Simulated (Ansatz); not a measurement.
`O[CH2][SnH2][Cl]`, relaxed with RKS PBE0-D4/def2-TZVP in Ansatz 0.2.0 from a PBE-D4/def2-SVP geometry. The force threshold is 0.005 eV/Å; the program also tests the step.

Total charge 0; spin multiplicity 1. Sn takes the def2 core potential.

Start:

```xyz
9

O     1.703    0.356   -0.377
C     0.746   -0.591    0.050
Sn   -1.214    0.343   -0.215
Cl   -1.700    1.425    1.856
H     2.575    0.077   -0.045
H     0.762   -1.545   -0.535
H     0.817   -0.852    1.133
H    -1.189    1.581   -1.417
H    -2.500   -0.794   -0.450
```

**Question.** How much energy does the relaxation release, and in how many steps? (Best estimate.)

**Answer.** Ansatz gave: 5.29 kJ/mol, in 17 steps, 2 of them rejected.

**Question.** Which bonds change most? (An estimate is asked.)

**Answer.** The calculation gave: Sn3–Cl4 from 2.387 to 2.342 Å; C2–Sn3 from 2.187 to 2.153 Å; Sn3–H9 from 1.733 to 1.707 Å; Sn3–H8 from 1.726 to 1.700 Å.

**Question.** Give the relaxed structure. (Estimate.)

**Answer.** The calculation gave: 
```xyz
9

O     1.698    0.339   -0.387
C     0.724   -0.568    0.082
Sn   -1.200    0.350   -0.212
Cl   -1.747    1.353    1.833
H     2.570    0.005   -0.159
H     0.749   -1.524   -0.456
H     0.819   -0.772    1.155
H    -1.169    1.602   -1.362
H    -2.444   -0.785   -0.493
```
